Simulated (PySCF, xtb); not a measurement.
HfBr3, SMILES [Br][Hf]([Br])[Br] (connectivity only; charge and spin as stated), neutral, multiplicity 2.

Harmonic wavenumbers (cm⁻¹) from GFN2-xTB (xtb) at its own minimum, in rising order: 10, 25, 26, 188, 260, 261.

Task: What does PySCF with B3LYP-D3(BJ)/def2-SVP give at its own minimum? (An estimate is asked for; the answer gives what the named calculation found.)

Result: 46, 55, 55, 221, 270, 270. Paired by order, the mean absolute difference is 24 cm⁻¹ and the zero-point energies are 1.1 and 1.3 kcal/mol.
